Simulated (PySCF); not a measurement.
Species: C4H11BOS.
SMILES: `CSBOC(C)C`

Torsions of this conformer, `[CH3:1][S:2][BH:3][O:4][CH:5]([CH3:6])[CH3:7]`: C1–S2–B3–O4 -178°, S2–B3–O4–C5 -1°, B3–O4–C5–C6 -87°.

The closed-shell ground state was solved at several levels (PySCF, density fitting, gas phase, non-relativistic). One conformer (not necessarily the lowest) at the PBE0-D3(BJ)/def2-SVP geometry, without solvent, vibrations or thermal averaging.

```json
{"level": "CAM-B3LYP/def2-SVPD", "basis functions": "238", "total energy (Eh)": "-656.9608", "HOMO (eV)": "-8.43", "LUMO (eV)": "1.04", "gap (eV)": "9.47", "dipole (D)": "0.68"}
{"level": "mPW1PW91/pcSseg-1", "basis functions": "181", "total energy (Eh)": "-657.2975", "HOMO (eV)": "-7.16", "LUMO (eV)": "0.15", "gap (eV)": "7.31", "dipole (D)": "0.58"}
```

(1) Estimate the row for PBE0/pcSseg-1, a basis of 181 functions; the other rows only guide the guess.

(2) Over all these levels, which gives the widest orbital gap and which the narrowest?

(3) How far do the dipole and the HOMO energy spread over the levels?

Results:

(1) Total energy -656.8860 Eh, HOMO -7.13 eV, LUMO 0.14 eV, gap 7.27 eV, dipole 0.58 D.

(2) CAM-B3LYP/def2-SVPD (range-separated hybrid) has the widest, 9.47 eV, and PBE0/pcSseg-1 (global hybrid, 25 % exact exchange) the narrowest, 7.27 eV. Functional and basis both differ between the two, so the spread mixes both effects.

(3) The dipole runs from 0.58 to 0.68 D (mean 0.61 D) and the HOMO from -8.43 to -7.13 eV.
